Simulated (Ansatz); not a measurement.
Basis-set series for `C#C[SiH2][AlH][Cl]`. Total charge 0; spin multiplicity 1. All single points use the PBE0-D4/def2-TZVP geometry. It is one conformer, not always the lowest.

```json
{"functional": "PBE0-D4", "basis": "def2-SVP", "functions": "102", "energy (Eh)": "-1069.88481", "HOMO (eV)": "-7.50", "LUMO (eV)": "-1.98"}
{"functional": "PBE0-D4", "basis": "def2-TZVPP", "functions": "244", "energy (Eh)": "-1070.31709", "HOMO (eV)": "-7.55", "LUMO (eV)": "-2.05"}
{"functional": "ωB97M-V", "basis": "def2-SVP", "functions": "102", "energy (Eh)": "-1070.26892", "HOMO (eV)": "-9.45", "LUMO (eV)": "-0.23"}
{"functional": "ωB97M-V", "basis": "def2-TZVPP", "functions": "244", "energy (Eh)": "-1070.70357", "HOMO (eV)": "-9.53", "LUMO (eV)": "-0.36"}
```

Question: Give the rows for def2-QZVPP. (Best estimate.)

Answer: Ansatz gave: 
| functional | basis | functions | energy (Eh) | HOMO (eV) | LUMO (eV) |
| --- | --- | --- | --- | --- | --- |
| PBE0-D4 | def2-QZVPP | 444 | -1070.35177 | -7.56 | -2.07 |
| ωB97M-V | def2-QZVPP | 444 | -1070.73642 | -9.55 | -0.45 |
